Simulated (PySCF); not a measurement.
germylmethylgermane (CH8Ge2), SMILES [GeH3][CH2][GeH3].

Geometry: TPSSh-D3(BJ)/def2-SVP.

Two levels are set side by side: PBE/def2-TZVP (PySCF) and CAM-B3LYP/def2-TZVP (PySCF). Same geometry, gas phase. Differences are taken from unrounded values.

| quantity | PBE |
|---|---|
| orbital gap (eV) | 6.92 |
| highest occupied level (eV) | -7.29 |
| lowest empty level (eV) | -0.37 |
| dipole moment (D) | 0.74 |
| mean polarisability (bohr³) | 78.0 |

Task: These are the PBE values. What does CAM-B3LYP give? (The exact figures need the calculation; the answer reports its results.)

Result: 
```json
[
 {"quantity": "orbital gap (eV)", "CAM-B3LYP": "11.03", "PBE minus CAM-B3LYP": "-4.11"},
 {"quantity": "highest occupied level (eV)", "CAM-B3LYP": "-9.77", "PBE minus CAM-B3LYP": "2.48"},
 {"quantity": "lowest empty level (eV)", "CAM-B3LYP": "1.26", "PBE minus CAM-B3LYP": "-1.63"},
 {"quantity": "dipole moment (D)", "CAM-B3LYP": "0.70", "PBE minus CAM-B3LYP": "0.03"},
 {"quantity": "mean polarisability (bohr³)", "CAM-B3LYP": "74.9", "PBE minus CAM-B3LYP": "3.1"}
]
```

PBE's occupied levels lie high since its potential decays too fast outside the molecule; exact exchange lowers them and widens the gap. Loosely held outer electrons make PBE densities more polarisable. Differences between two approximate levels are no errors against the true value.

Rough cost on one machine, each run with all the roots and properties that it gave: CAM-B3LYP against PBE within a factor of 2.
